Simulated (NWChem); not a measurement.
A series in which one site is exchanged, each optimised at PBE0/def2-SVP with NWChem, gas phase unless a solvent is named. All stand in one matching conformer (torsions within 35°), which need not be the lowest. This build's default masses of Se (78.918 u) and Br (79.917 u) are each other's, which moves their modes by up to 0.6 %. Some are not confirmed as minima by frequencies. def2 effective core potentials on Cd; no spin-orbit coupling.

A: [SiH3][O][Be][SH] (BeSiH4SO; site = Be)
B: [SiH3][O][Cd][SH] (CdSiH4SO; site = Cd)
C: [SiH3]O[Se]S (SiH$_{4}$SeSO; site = Se)

| quantity | A | B | C |
|---|---|---|---|
| dipole (D), PBE0/def2-SVP | 1.33 | 1.48 | … |
| static polarisability, B3LYP/def2-SVPD (bohr³) | 67.6 | 85.6 | … |
| lowest singlet excitation, B3LYP/def2-SVPD, TDA (eV) | 5.57 | 4.22 | … |

Q: What belongs in the gaps?

A: 
- dipole (D), PBE0/def2-SVP, C: 0.66
- static polarisability, B3LYP/def2-SVPD (bohr³), C: 82.4
- lowest singlet excitation, B3LYP/def2-SVPD, TDA (eV), C: 3.93
